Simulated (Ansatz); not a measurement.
Correlation energies of C₂H₄BF₃O, SMILES `BOCC(F)(F)F` by basis set

Cartesian coordinates in Å:
```
B -1.700 0.318 -0.953
O -0.592 -0.436 -0.814
C 0.613 0.102 -0.348
C 0.923 -0.438 1.033
F 1.032 -1.765 1.042
F -0.024 -0.103 1.915
F 2.083 0.075 1.461
H -1.655 1.494 -0.714
H -2.683 -0.243 -1.330
H 0.576 1.194 -0.280
H 1.426 -0.198 -1.013
```

Total charge 0; spin multiplicity 1. Geometry: relaxed with PBE0-D4/def2-TZVP. It is one conformer, not always the lowest. Frozen core, restricted reference, the Gaussian-basis code of Ansatz. CBS rows extrapolate triple and quadruple zeta; past MP2 they add the triple-zeta difference.

| basis | HF (Eh) | MP2 corr. |
| --- | --- | --- |
| def2-SVP | -475.59574 | -1.08048 |
| def2-TZVPP | -476.17740 | -1.40003 |
| def2-QZVPP | -476.19859 | -1.51945 |

Problem. Estimate the CCSD correlation energy and the (T) correction in each basis where they were run (hartree).

Solution. 
| basis | CCSD corr. | (T) |
| --- | --- | --- |
| def2-SVP | -1.12088 | -0.02528 |
| def2-TZVPP | -1.42682 | -0.04834 |
| CBS(def2) | -1.63469 | as TZ |
